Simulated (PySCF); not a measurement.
CHO (SMILES [CH]=O), doublet, at a GFN2-xTB geometry; PySCF with PBE/aug-cc-pVDZ.

PySCF was given this input:
```python
from pyscf import gto, scf, dft

mol = gto.Mole()
mol.atom = '''
    C     0.050778    0.585589    0.011343
    O     0.065822   -0.594113   -0.013409
    H    -0.831242    1.239366    0.039217
'''
mol.basis = 'aug-cc-pvdz'
mol.charge = 0
mol.spin = 1
mol.verbose = 4
mol.build()

mf = dft.UKS(mol)
mf.xc = 'pbe'
mf.diis = False
mf.damp = 0.3
mf.diis_start_cycle = 200
mf.max_cycle = 150
mf.kernel()
mf.analyze()
```

It wrote (shortened):

```
PySCF version 2.14.0

[INPUT] verbose = 4
[INPUT] num. atoms = 3
[INPUT] num. electrons = 15
[INPUT] charge = 0
[INPUT] spin (= nelec alpha-beta = 2S) = 1
[INPUT] symmetry False subgroup None
[INPUT] Mole.unit = angstrom
[INPUT] Symbol           X                Y                Z      unit          X                Y                Z       unit  Magmom
[...]
nuclear repulsion = 26.4891422692548
number of shells = 21
number of NR pGTOs = 81
number of NR cGTOs = 55
basis = aug-cc-pvdz
ecp = {}

******** <class 'pyscf.dft.uks.UKS'> ********
method = UKS
initial guess = minao
damping factor = 0.3
level_shift factor = 0
DIIS disabled
SCF conv_tol = 1e-09
SCF conv_tol_grad = None
SCF max_cycles = 150
direct_scf = True
direct_scf_tol = 1e-13
number electrons alpha = 8  beta = 7
XC library pyscf.dft.libxc version 7.1.2
    S. Lehtola, C. Steigemann, M. J. T. Oliveira, and M. A. L. Marques,  SoftwareX 7, 1–5 (2018)
XC functionals = pbe
    J. P. Perdew, K. Burke, and M. Ernzerhof,  Phys. Rev. Lett. 77, 3865 (1996)
    J. P. Perdew, K. Burke, and M. Ernzerhof,  Phys. Rev. Lett. 78, 1396 (1997)
    J. P. Perdew, K. Burke, and M. Ernzerhof,  Phys. Rev. Lett. 77, 3865 (1996)
    J. P. Perdew, K. Burke, and M. Ernzerhof,  Phys. Rev. Lett. 78, 1396 (1997)
radial grids:
    Treutler-Ahlrichs [JCP 102, 346 (1995); DOI:10.1063/1.469408] (M4) radial grids

becke partition: Becke, JCP 88, 2547 (1988); DOI:10.1063/1.454033
pruning grids: <function nwchem_prune>
grids dens level: 3
symmetrized grids: False
atomic radii adjust function: <function treutler_atomic_radii_adjust>
small_rho_cutoff = 0
Set gradient conv threshold to 3.16228e-05
tot grids = 38008
init E= -113.918530566678

cycle= 1 E= -113.666122602975  delta_E= 0.252  |g|= 0.441  |ddm|=  1.5
cycle= 2 E= -113.386966296832  delta_E= 0.279  |g|= 0.933  |ddm|= 0.773
cycle= 3 E= -112.994352469981  delta_E= 0.393  |g|= 1.33  |ddm|= 1.28
cycle= 4 E= -111.127421257019  delta_E= 1.87  |g|= 2.24  |ddm|= 2.57
cycle= 5 E= -110.629326602541  delta_E= 0.498  |g|= 2.41  |ddm|= 3.35
cycle= 6 E= -107.09229448128  delta_E= 3.54  |g|= 3.13  |ddm|= 4.33
cycle= 7 E= -106.745021856439  delta_E= 0.347  |g|= 3.14  |ddm|= 4.97
cycle= 8 E= -102.423657983548  delta_E= 4.32  |g|=  3.5  |ddm|= 5.72
cycle= 9 E= -104.636538270235  delta_E= -2.21  |g|= 3.32  |ddm|= 6.01
cycle= 10 E= -102.259817524736  delta_E= 2.38  |g|= 3.48  |ddm|=  5.8
cycle= 11 E= -104.726415618633  delta_E= -2.47  |g|=  3.3  |ddm|= 5.79
cycle= 12 E= -102.287331892226  delta_E= 2.44  |g|= 3.48  |ddm|= 5.78
cycle= 13 E= -104.724501014857  delta_E= -2.44  |g|=  3.3  |ddm|= 5.78
cycle= 14 E= -102.282790129759  delta_E= 2.44  |g|= 3.48  |ddm|= 5.78
cycle= 15 E= -104.723940837687  delta_E= -2.44  |g|=  3.3  |ddm|= 5.78
cycle= 16 E= -102.283364778925  delta_E= 2.44  |g|= 3.48  |ddm|= 5.78
cycle= 17 E= -104.724086417192  delta_E= -2.44  |g|=  3.3  |ddm|= 5.78
cycle= 18 E= -102.28329172493  delta_E= 2.44  |g|= 3.48  |ddm|= 5.78
cycle= 19 E= -104.724066127272  delta_E= -2.44  |g|=  3.3  |ddm|= 5.78
cycle= 20 E= -102.283300054893  delta_E= 2.44  |g|= 3.48  |ddm|= 5.78
cycle= 21 E= -104.724069247328  delta_E= -2.44  |g|=  3.3  |ddm|= 5.78
cycle= 22 E= -102.283299170376  delta_E= 2.44  |g|= 3.48  |ddm|= 5.78
cycle= 23 E= -104.724068964396  delta_E= -2.44  |g|=  3.3  |ddm|= 5.78
cycle= 24 E= -102.283299277609  delta_E= 2.44  |g|= 3.48  |ddm|= 5.78
cycle= 25 E= -104.724069013195  delta_E= -2.44  |g|=  3.3  |ddm|= 5.78
cycle= 26 E= -102.283299269575  delta_E= 2.44  |g|= 3.48  |ddm|= 5.78
cycle= 27 E= -104.724069010857  delta_E= -2.44  |g|=  3.3  |ddm|= 5.78
cycle= 28 E= -102.283299270967  delta_E= 2.44  |g|= 3.48  |ddm|= 5.78
cycle= 29 E= -104.724069011607  delta_E= -2.44  |g|=  3.3  |ddm|= 5.78
cycle= 30 E= -102.283299270975  delta_E= 2.44  |g|= 3.48  |ddm|= 5.78
cycle= 31 E= -104.724069011611  delta_E= -2.44  |g|=  3.3  |ddm|= 5.78
cycle= 32 E= -102.283299271008  delta_E= 2.44  |g|= 3.48  |ddm|= 5.78
cycle= 33 E= -104.724069011621  delta_E= -2.44  |g|=  3.3  |ddm|= 5.78
cycle= 34 E= -102.283299271017  delta_E= 2.44  |g|= 3.48  |ddm|= 5.78
cycle= 35 E= -104.724069011621  delta_E= -2.44  |g|=  3.3  |ddm|= 5.78
cycle= 36 E= -102.283299271021  delta_E= 2.44  |g|= 3.48  |ddm|= 5.78
cycle= 37 E= -104.72406901162  delta_E= -2.44  |g|=  3.3  |ddm|= 5.78
cycle= 38 E= -102.283299271022  delta_E= 2.44  |g|= 3.48  |ddm|= 5.78
cycle= 39 E= -104.724069011618  delta_E= -2.44  |g|=  3.3  |ddm|= 5.78
cycle= 40 E= -102.283299271024  delta_E= 2.44  |g|= 3.48  |ddm|= 5.78
cycle= 41 E= -104.724069011619  delta_E= -2.44  |g|=  3.3  |ddm|= 5.78
cycle= 42 E= -102.283299271024  delta_E= 2.44  |g|= 3.48  |ddm|= 5.78
cycle= 43 E= -104.724069011619  delta_E= -2.44  |g|=  3.3  |ddm|= 5.78
cycle= 44 E= -102.283299271024  delta_E= 2.44  |g|= 3.48  |ddm|= 5.78
cycle= 45 E= -104.724069011619  delta_E= -2.44  |g|=  3.3  |ddm|= 5.78
cycle= 46 E= -102.283299271025  delta_E= 2.44  |g|= 3.48  |ddm|= 5.78
cycle= 47 E= -104.724069011618  delta_E= -2.44  |g|=  3.3  |ddm|= 5.78
cycle= 48 E= -102.283299271025  delta_E= 2.44  |g|= 3.48  |ddm|= 5.78
cycle= 49 E= -104.724069011619  delta_E= -2.44  |g|=  3.3  |ddm|= 5.78
cycle= 50 E= -102.283299271024  delta_E= 2.44  |g|= 3.48  |ddm|= 5.78
cycle= 51 E= -104.724069011619  delta_E= -2.44  |g|=  3.3  |ddm|= 5.78
cycle= 52 E= -102.283299271024  delta_E= 2.44  |g|= 3.48  |ddm|= 5.78
cycle= 53 E= -104.724069011619  delta_E= -2.44  |g|=  3.3  |ddm|= 5.78
cycle= 54 E= -102.283299271025  delta_E= 2.44  |g|= 3.48  |ddm|= 5.78
cycle= 55 E= -104.724069011619  delta_E= -2.44  |g|=  3.3  |ddm|= 5.78
cycle= 56 E= -102.283299271025  delta_E= 2.44  |g|= 3.48  |ddm|= 5.78
cycle= 57 E= -104.724069011619  delta_E= -2.44  |g|=  3.3  |ddm|= 5.78
cycle= 58 E= -102.283299271025  delta_E= 2.44  |g|= 3.48  |ddm|= 5.78
cycle= 59 E= -104.724069011619  delta_E= -2.44  |g|=  3.3  |ddm|= 5.78
cycle= 60 E= -102.283299271025  delta_E= 2.44  |g|= 3.48  |ddm|= 5.78
cycle= 61 E= -104.724069011619  delta_E= -2.44  |g|=  3.3  |ddm|= 5.78
[...]
cycle= 114 E= -102.283299271025  delta_E= 2.44  |g|= 3.48  |ddm|= 5.78
cycle= 115 E= -104.724069011619  delta_E= -2.44  |g|=  3.3  |ddm|= 5.78
cycle= 116 E= -102.283299271025  delta_E= 2.44  |g|= 3.48  |ddm|= 5.78
cycle= 117 E= -104.724069011619  delta_E= -2.44  |g|=  3.3  |ddm|= 5.78
cycle= 118 E= -102.283299271025  delta_E= 2.44  |g|= 3.48  |ddm|= 5.78
cycle= 119 E= -104.724069011619  delta_E= -2.44  |g|=  3.3  |ddm|= 5.78
cycle= 120 E= -102.283299271025  delta_E= 2.44  |g|= 3.48  |ddm|= 5.78
cycle= 121 E= -104.724069011619  delta_E= -2.44  |g|=  3.3  |ddm|= 5.78
cycle= 122 E= -102.283299271025  delta_E= 2.44  |g|= 3.48  |ddm|= 5.78
cycle= 123 E= -104.724069011619  delta_E= -2.44  |g|=  3.3  |ddm|= 5.78
cycle= 124 E= -102.283299271025  delta_E= 2.44  |g|= 3.48  |ddm|= 5.78
cycle= 125 E= -104.724069011619  delta_E= -2.44  |g|=  3.3  |ddm|= 5.78
cycle= 126 E= -102.283299271025  delta_E= 2.44  |g|= 3.48  |ddm|= 5.78
cycle= 127 E= -104.724069011619  delta_E= -2.44  |g|=  3.3  |ddm|= 5.78
cycle= 128 E= -102.283299271025  delta_E= 2.44  |g|= 3.48  |ddm|= 5.78
cycle= 129 E= -104.724069011619  delta_E= -2.44  |g|=  3.3  |ddm|= 5.78
cycle= 130 E= -102.283299271025  delta_E= 2.44  |g|= 3.48  |ddm|= 5.78
cycle= 131 E= -104.724069011619  delta_E= -2.44  |g|=  3.3  |ddm|= 5.78
cycle= 132 E= -102.283299271025  delta_E= 2.44  |g|= 3.48  |ddm|= 5.78
cycle= 133 E= -104.724069011619  delta_E= -2.44  |g|=  3.3  |ddm|= 5.78
cycle= 134 E= -102.283299271025  delta_E= 2.44  |g|= 3.48  |ddm|= 5.78
cycle= 135 E= -104.724069011619  delta_E= -2.44  |g|=  3.3  |ddm|= 5.78
cycle= 136 E= -102.283299271025  delta_E= 2.44  |g|= 3.48  |ddm|= 5.78
cycle= 137 E= -104.724069011619  delta_E= -2.44  |g|=  3.3  |ddm|= 5.78
cycle= 138 E= -102.283299271024  delta_E= 2.44  |g|= 3.48  |ddm|= 5.78
cycle= 139 E= -104.724069011619  delta_E= -2.44  |g|=  3.3  |ddm|= 5.78
cycle= 140 E= -102.283299271025  delta_E= 2.44  |g|= 3.48  |ddm|= 5.78
cycle= 141 E= -104.724069011619  delta_E= -2.44  |g|=  3.3  |ddm|= 5.78
cycle= 142 E= -102.283299271025  delta_E= 2.44  |g|= 3.48  |ddm|= 5.78
cycle= 143 E= -104.724069011619  delta_E= -2.44  |g|=  3.3  |ddm|= 5.78
cycle= 144 E= -102.283299271025  delta_E= 2.44  |g|= 3.48  |ddm|= 5.78
cycle= 145 E= -104.724069011619  delta_E= -2.44  |g|=  3.3  |ddm|= 5.78
cycle= 146 E= -102.283299271025  delta_E= 2.44  |g|= 3.48  |ddm|= 5.78
cycle= 147 E= -104.724069011618  delta_E= -2.44  |g|=  3.3  |ddm|= 5.78
cycle= 148 E= -102.283299271025  delta_E= 2.44  |g|= 3.48  |ddm|= 5.78
cycle= 149 E= -104.724069011619  delta_E= -2.44  |g|=  3.3  |ddm|= 5.78
cycle= 150 E= -102.283299271025  delta_E= 2.44  |g|= 3.48  |ddm|= 5.78
SCF not converged.
SCF energy = -102.283299271025 after 150 cycles  <S^2> = 0.75015209  2S+1 = 2.0001521
**** SCF Summaries ****
Total Energy =                        -102.283299271024589
Nuclear Repulsion Energy =              26.489142269254813
One-electron Energy =                 -190.842676829903183
Two-electron Energy =                   62.070235289623781
Two-electron Coulomb Energy =           75.848456376366471
DFT Exchange-Correlation Energy =      -13.778221086742693
**** MO energy ****
                             alpha | beta                alpha | beta
[...]
To work with the spin densities directly, `use mulliken_meta_spin()` only printing them here.

 ** Mulliken spin pop alpha/beta on meta-lowdin orthogonal AOs **
 ** Mulliken Spin Density (per AO)  **
spin_pop of  0 C 1s        0.00000
spin_pop of  0 C 2s        0.00193
spin_pop of  0 C 3s        0.13447
spin_pop of  0 C 4s        0.07081
spin_pop of  0 C 2px       0.00211
spin_pop of  0 C 2py       0.03816
spin_pop of  0 C 2pz       0.00110
spin_pop of  0 C 3px       0.03445
spin_pop of  0 C 3py       0.14013
spin_pop of  0 C 3pz      -0.00075
spin_pop of  0 C 4px       0.00591
spin_pop of  0 C 4py       0.08682
spin_pop of  0 C 4pz       0.00003
spin_pop of  0 C 3dxy      0.02401
spin_pop of  0 C 3dyz      0.00011
spin_pop of  0 C 3dz^2     0.00199
spin_pop of  0 C 3dxz     -0.00008
spin_pop of  0 C 3dx2-y2    0.02497
spin_pop of  0 C 4dxy      0.01334
spin_pop of  0 C 4dyz      0.00001
spin_pop of  0 C 4dz^2     0.00010
spin_pop of  0 C 4dxz      0.00001
spin_pop of  0 C 4dx2-y2    0.02740
spin_pop of  1 O 1s       -0.00000
spin_pop of  1 O 2s        0.02095
spin_pop of  1 O 3s        0.00547
spin_pop of  1 O 4s        0.00951
spin_pop of  1 O 2px       0.02159
spin_pop of  1 O 2py      -0.00015
spin_pop of  1 O 2pz      -0.00006
spin_pop of  1 O 3px       0.00001
spin_pop of  1 O 3py       0.00398
spin_pop of  1 O 3pz      -0.00011
spin_pop of  1 O 4px       0.00318
spin_pop of  1 O 4py       0.01709
spin_pop of  1 O 4pz      -0.00001
spin_pop of  1 O 3dxy      0.00195
spin_pop of  1 O 3dyz      0.00000
spin_pop of  1 O 3dz^2     0.00014
spin_pop of  1 O 3dxz      0.00000
spin_pop of  1 O 3dx2-y2   -0.00012
spin_pop of  1 O 4dxy      0.00014
spin_pop of  1 O 4dyz      0.00003
spin_pop of  1 O 4dz^2     0.00125
spin_pop of  1 O 4dxz     -0.00000
spin_pop of  1 O 4dx2-y2    0.00125
spin_pop of  2 H 1s        0.00379
spin_pop of  2 H 2s        0.18558
spin_pop of  2 H 3s        0.00379
spin_pop of  2 H 2px       0.02628
spin_pop of  2 H 2py       0.03146
spin_pop of  2 H 2pz       0.00001
spin_pop of  2 H 3px       0.03740
spin_pop of  2 H 3py       0.01873
spin_pop of  2 H 3pz      -0.00013
 ** Mulliken Spin Density (per atom)  **
spin density of  0 C =      0.60702
spin density of  1 O =      0.08608
spin density of  2 H =      0.30690
 ** Mulliken pop alpha/beta on meta-lowdin orthogonal AOs **
 ** Mulliken pop       alpha | beta **
In total             8.00000 | 7.00000
 ** Mulliken atomic charges   ( Nelec_alpha | Nelec_beta ) **
charge of  0C =     -3.75393  (     5.18048      4.57346 )
charge of  1O =      5.12554  (     1.48027      1.39419 )
charge of  2H =     -1.37161  (     1.33925      1.03235 )
Dipole moment(X, Y, Z, Debye):  5.68667, -44.73984, -1.02044
```

The run did not converge; its last values are not results.
